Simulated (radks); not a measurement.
Task: The mean radii <r> (bohr) of the occupied orbitals of an atom or ion are listed with their occupations. Calculated with a radial shooting solver on a logarithmic mesh with Libxc functionals: Dirac Kohn-Sham, LDA (Slater exchange, VWN5 correlation), spin-unpolarised, spherical densities, finite nucleus; Fermi nuclear charge, rms radius of each element as measured or else 0.836 A^(1/3) + 0.57 fm.

orbital  occ.      <r>
1s1/2       2  0.03347
2s1/2       2   0.1455
2p1/2       2   0.1237
2p3/2       4   0.1285
3s1/2       2   0.4031
3p1/2       2   0.3960
3p3/2       4   0.4067
3d3/2       4   0.3821
3d5/2       6   0.3856
4s1/2       2    1.003
4p1/2       2    1.076
4p3/2       4    1.103
4d3/2       4    1.366

Name the element and its charge. Open shells, if any, fill j = l - 1/2 first.

Result: Z = 44, ruthenium, charge +4: Ru4+ in [Kr] 4d4. The 1s radius gives Z: for a bare nucleus <r> = (2 gamma + 1)/(2Z) with gamma = sqrt(1 - (Z/c)^2), 0.03289 bohr for Z = 44, and screening makes it slightly larger (0.03347 here). The occupations add up to 40, and the charge is Z minus that.
